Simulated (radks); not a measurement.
Dipole-allowed excitations along the series with 2 electrons in [He]. Calculated with a radial shooting solver on a logarithmic mesh with Libxc functionals: non-relativistic Kohn-Sham, LB94 model potential, spin-polarised, spherical densities, point nucleus. Time-dependent linear response with the Hartree and adiabatic LDA kernel, continuum included through the Sternheimer equations. Lines are the poles of the dipole polarisability below minus the highest occupied eigenvalue, found on a grid refined at the orbital gaps; the lowest seven at most are given, and weak or close lines can be missed. The first line takes the name of the lowest orbital gap if no other gap lies below it; otherwise a line is named after a gap within 0.6 % of it, if that gap stands alone.

| species | -e(HOMO) (eV) | lowest orbital gap (eV) | first line (eV) | f | static alpha (bohr^3) |
|---|---|---|---|---|---|
| C4+ | 381.96 | 1s-2p 301.43 | 302.33 (1s-2p) | 0.631 | 0.009193 |
| N5+ | 539.55 | 1s-2p 422.50 | 423.71 (1s-2p) | 0.660 | 0.004762 |
| O6+ | 724.34 | 1s-2p 563.97 | 565.49 (1s-2p) | 0.682 | 0.002707 |
| F7+ | 936.32 | 1s-2p 725.85 | 727.68 (1s-2p) | 0.699 | 0.001651 |
| Ne8+ | 1175.5 | 1s-2p 908.13 | 910.28 (1s-2p) | 0.712 | 0.001063 |
